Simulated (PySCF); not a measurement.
Simulation results for H₄N₂OSi, B₂H₃, AlBH₄N, Al₂F₂H₂ and others

Calculation on a computer-drawn molecule: optimised geometry and harmonic frequencies of an isolated molecule of the commonest isotopes, restricted reference for singlets and unrestricted otherwise, frozen core in MP2. Program: PySCF 2.14.0.

Common to all runs: charge 0.

```yaml
- entry: 1
  formula: H4N2OSi
  start_structure:
    atoms_angstrom:
      - ["N", -0.191, -0.4456, -1.3348]
      - [Si, 0.3074, -1.4513, -0.0735]
      - ["N", 1.2621, -2.7546, 0.1988]
      - [O, -0.3778, -1.0986, 1.2663]
      - [H, 0.1786, -0.5603, -2.2437]
      - [H, 1.3169, -3.1845, 1.0633]
      - [H, 1.8257, -3.2432, -0.5167]
      - [H, -0.934, -0.4583, 1.4292]
  given:
    multiplicity: 1
    method: HF
    basis: "cc-pV(D+d)Z"
    drawn_bonds_atom: [1, 2, 2, 1, 3, 3, 4]
    drawn_bonds_other_atom: [2, 3, 4, 5, 6, 7, 8]
    drawn_bonds_order: [2, 1, 1, 1, 1, 1, 1]
  results:
    optimised_atom_element: ["N", Si, "N", O, H, H, H, H]
    "optimised_atom_x [angstrom]": [-0.1034, 0.2562, 1.247, -0.3895, 0.2206, 1.357, 1.784, -0.9852]
    "optimised_atom_y [angstrom]": [-0.5376, -1.422, -2.748, -1.124, -0.6135, -3.198, -3.165, -0.3881]
    "optimised_atom_z [angstrom]": [-1.307, -0.07569, 0.1553, 1.382, -2.249, 1.042, -0.5771, 1.419]
    "modes_frequency [cm^-1]": [303.4, 322.3, 343.3, 363.7, 391.7, 482.3, 551.8, 567.9, 842.4, 852.6, 939.5, 1030, 1313, 1674, 3807, 3889, 3915, 4157]
    "modes_reduced_mass [dalton]": [2.691, 1.207, 3.456, 1.721, 2.088, 1.088, 1.156, 1.326, 1.551, 3.644, 1.524, 3.825, 7.349, 1.135, 1.05, 1.081, 1.099, 1.067]
    "rotational_constants [GHz]": [8.252, 6.797, 3.727]
    "total_energy [hartree]": -475.0926
    "convergence_status_largest_gradient_component [hartree/bohr]": 3.344e-05
- entry: 2
  formula: B2H3
  start_structure:
    atoms_angstrom:
      - [B, -0.0584, -0.6571, 0.606]
      - [B, -0.3229, 0.3559, 1.8146]
      - [H, 0.1372, -1.4049, -0.2895]
      - [H, -1.4236, 0.4655, 2.2843]
      - [H, 0.5774, 1.0145, 2.2618]
  given:
    multiplicity: 2
    method: MP2
    basis: cc-pVDZ
    drawn_bonds_atom: [1, 1, 2, 2]
    drawn_bonds_other_atom: [2, 3, 4, 5]
    drawn_bonds_order: [1, 1, 1, 1]
  results:
    optimised_atom_element: [B, B, H, H, H]
    "optimised_atom_x [angstrom]": [-0.05884, -0.3224, 0.1372, -1.431, 0.5847]
    "optimised_atom_y [angstrom]": [-0.6539, 0.3562, -1.408, 0.4629, 1.017]
    "optimised_atom_z [angstrom]": [0.6088, 1.815, -0.2928, 2.284, 2.263]
    "modes_frequency [cm^-1]": [353.6, 528.4, 820.5, 903.0, 1011, 1188, 2614, 2696, 2813]
    "modes_reduced_mass [dalton]": [1.087, 1.253, 1.329, 1.472, 1.886, 1.721, 1.055, 1.122, 1.111]
    "rotational_constants [GHz]": [229.5, 23.04, 20.94]
    "total_energy [hartree]": -51.1674
    spin_squared: 0.7573
    "convergence_status_largest_gradient_component [hartree/bohr]": 2.231e-05
- entry: 3
  formula: AlBH4N
  start_structure:
    atoms_angstrom:
      - [B, -0.2048, -0.7103, -0.5618]
      - ["N", -0.3237, -1.0178, 0.8463]
      - [Al, -0.8305, -0.0136, 2.2215]
      - [H, -0.5641, 0.3702, -0.8684]
      - [H, 0.1824, -1.4623, -1.3265]
      - [H, -0.0165, -2.0268, 1.0437]
      - [H, 0.1189, 0.1714, 3.4586]
  given:
    multiplicity: 2
    method: HF
    basis: "cc-pV(D+d)Z"
    drawn_bonds_atom: [1, 2, 1, 1, 2, 3]
    drawn_bonds_other_atom: [2, 3, 4, 5, 6, 7]
    drawn_bonds_order: [1, 1, 1, 1, 1, 1]
  results:
    optimised_atom_element: [B, "N", Al, H, H, H, H]
    "optimised_atom_x [angstrom]": [-0.2686, -0.1439, -0.4923, -0.6428, -0.007748, 0.1731, -0.2561]
    "optimised_atom_y [angstrom]": [-0.7319, -0.9209, 0.2962, 0.3353, -1.618, -1.836, -0.2139]
    "optimised_atom_z [angstrom]": [-0.5587, 0.8315, 2.127, -0.9775, -1.332, 1.104, 3.618]
    "modes_frequency [cm^-1]": [208.7, 240.3, 354.7, 611.9, 718.1, 875.8, 992.5, 1105, 1219, 1341, 1442, 1911, 2636, 2695, 3762]
    "modes_reduced_mass [dalton]": [1.335, 2.781, 1.166, 1.287, 3.093, 1.099, 1.27, 1.37, 1.608, 1.252, 2.355, 1.044, 1.054, 1.128, 1.074]
    "rotational_constants [GHz]": [49.83, 5.655, 5.078]
    "total_energy [hartree]": -323.4132
    spin_squared: 0.7543
    "convergence_status_largest_gradient_component [hartree/bohr]": 2.48e-05
- entry: 4
  formula: Al2F2H2
  start_structure:
    atoms_angstrom:
      - [F, 2.1574, -2.6224, -0.0691]
      - [Al, 0.5506, -2.3369, 0.2272]
      - [Al, -1.4682, -0.9176, -0.1349]
      - [F, -2.1877, 0.3749, -0.9571]
      - [H, -0.1903, -3.229, 1.2747]
      - [H, -2.2638, -1.8247, 0.8546]
  given:
    multiplicity: 1
    method: HF
    basis: "cc-pV(D+d)Z"
    drawn_bonds_atom: [1, 2, 3, 2, 3]
    drawn_bonds_other_atom: [2, 3, 4, 5, 6]
    drawn_bonds_order: [1, 1, 1, 1, 1]
  results:
    optimised_atom_element: [F, Al, Al, F, H, H]
    "optimised_atom_x [angstrom]": [1.877, 0.3784, -1.564, -2.183, 0.3343, -2.245]
    "optimised_atom_y [angstrom]": [-2.061, -2.655, -0.9209, -0.5413, -4.2, -0.1771]
    "optimised_atom_z [angstrom]": [0.647, 0.2422, 0.2208, -1.275, -0.07268, 1.433]
    "modes_frequency [cm^-1]": [25.22, 138.7, 148.2, 358.2, 447.7, 474.6, 682.6, 717.9, 823.0, 844.1, 1992, 2008]
    "modes_reduced_mass [dalton]": [5.883, 6.072, 8.013, 4.443, 1.474, 1.358, 1.104, 1.176, 19.97, 11.19, 1.044, 1.043]
    "rotational_constants [GHz]": [11.72, 1.622, 1.59]
    "total_energy [hartree]": -684.0290
    "convergence_status_largest_gradient_component [hartree/bohr]": 2.49e-05
- entry: 5
  formula: CH5BOSi
  start_structure:
    atoms_angstrom:
      - [B, -1.2425, -0.4124, 1.6643]
      - [C, -0.1312, -0.4031, 0.7108]
      - [Si, 1.5852, 0.2768, 0.9628]
      - [O, 2.6626, 0.2125, -0.224]
      - [H, -2.2679, -0.876, 1.3295]
      - [H, -1.0771, 0.064, 2.7874]
      - [H, -0.263, -0.7693, -0.3948]
      - [H, 2.1972, 0.8215, 2.0946]
      - [H, 3.5066, 0.4451, -0.1784]
  given:
    multiplicity: 1
    method: HF
    basis: "cc-pV(D+d)Z"
    drawn_bonds_atom: [1, 2, 3, 1, 1, 2, 3, 4]
    drawn_bonds_other_atom: [2, 3, 4, 5, 6, 7, 8, 9]
    drawn_bonds_order: [1, 2, 1, 1, 1, 1, 1, 1]
  results:
    optimised_atom_element: [B, C, Si, O, H, H, H, H, H]
    "optimised_atom_x [angstrom]": [-1.08, -0.1094, 1.439, 2.691, -2.215, -0.7298, -0.3747, 1.822, 3.526]
    "optimised_atom_y [angstrom]": [-0.3602, -0.4461, 0.1635, 0.2093, -0.751, 0.1111, -0.859, 0.7271, 0.5643]
    "optimised_atom_z [angstrom]": [1.647, 0.4874, 0.8333, -0.1997, 1.561, 2.705, -0.4785, 2.131, 0.06553]
    "modes_frequency [cm^-1]": [134.3, 203.1, 335.6, 348.3, 406.0, 601.4, 786.8, 805.2, 883.2, 914.5, 994.4, 1057, 1070, 1126, 1276, 1383, 2402, 2616, 2683, 3341, 4175]
    "modes_reduced_mass [dalton]": [3.731, 2.999, 1.086, 4.483, 1.271, 1.315, 1.584, 1.132, 1.1, 2.736, 1.258, 1.368, 2.31, 1.94, 1.661, 1.868, 1.043, 1.062, 1.116, 1.089, 1.068]
    "rotational_constants [GHz]": [29.31, 3.185, 2.873]
    "total_energy [hartree]": -429.2604
    "convergence_status_largest_gradient_component [hartree/bohr]": 3.293e-05
- entry: 6
  formula: C2H6OSi
  start_structure:
    atoms_angstrom:
      - [C, -2.1761, -0.3738, 2.9172]
      - [Si, -0.7839, -1.0263, 1.9492]
      - [C, -0.7786, -1.046, 0.1502]
      - [O, -1.7559, -0.118, -0.4081]
      - [H, -2.8889, 0.2357, 2.42]
      - [H, -2.2153, -0.348, 3.9451]
      - [H, 0.3806, -1.7317, 2.4366]
      - [H, -1.004, -1.9905, -0.3203]
      - [H, 0.1782, -0.6556, -0.3049]
      - [H, -2.6215, -0.2654, -0.0155]
  given:
    multiplicity: 1
    method: HF
    basis: "cc-pV(D+d)Z"
    drawn_bonds_atom: [1, 2, 3, 1, 1, 2, 3, 3, 4]
    drawn_bonds_other_atom: [2, 3, 4, 5, 6, 7, 8, 9, 10]
    drawn_bonds_order: [2, 1, 1, 1, 1, 1, 1, 1, 1]
  results:
    optimised_atom_element: [C, Si, C, O, H, H, H, H, H, H]
    "optimised_atom_x [angstrom]": [-2.045, -0.8869, -0.8157, -1.852, -2.793, -2.073, 0.1485, -0.7857, 0.123, -2.686]
    "optimised_atom_y [angstrom]": [-0.2743, -1.049, -0.939, -0.1652, 0.39, -0.3918, -1.932, -1.949, -0.4648, -0.5449]
    "optimised_atom_z [angstrom]": [2.928, 1.971, 0.08195, -0.4698, 2.511, 4.006, 2.541, -0.3485, -0.2123, -0.2383]
    "modes_frequency [cm^-1]": [122.5, 149.2, 305.3, 381.9, 401.7, 643.8, 707.8, 731.8, 807.2, 866.4, 932.0, 1080, 1173, 1239, 1404, 1497, 1498, 1578, 2352, 3143, 3227, 3298, 3389, 4144]
    "modes_reduced_mass [dalton]": [2.034, 3.504, 1.14, 2.774, 1.293, 2.185, 1.147, 1.579, 1.235, 1.257, 1.291, 3.786, 5.767, 1.046, 1.289, 1.23, 1.23, 1.071, 1.043, 1.07, 1.092, 1.057, 1.113, 1.067]
    "rotational_constants [GHz]": [11.72, 3.812, 2.949]
    "total_energy [hartree]": -442.9596
    "convergence_status_largest_gradient_component [hartree/bohr]": 3.948e-05
```
